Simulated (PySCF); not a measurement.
CHCl2, SMILES Cl[CH]Cl, multiplicity 2.

The structure is a stationary point at r2SCAN-D4/def2-TZVP. The isomer is the one that the SMILES or the coordinates give; other isomers of the formula were not compared.

All values below come from r2SCAN-D4/def2-TZVP in PySCF.

Frequencies are harmonic and unscaled.

```csv
mode,ν (cm⁻¹),IR (km/mol),moving atoms (share of kinetic energy)
1,305,1.2,"Cl 79 %, C 18 %"
2,420,25.3,"H 63 %, C 29 %, Cl 9 %"
3,759,12.1,"C 59 %, Cl 29 %, H 12 %"
4,884,176.0,"C 74 %, Cl 20 %"
5,1231,38.3,"H 91 %, C 8 %"
6,3217,0.8,"H 92 %, C 8 %"
```
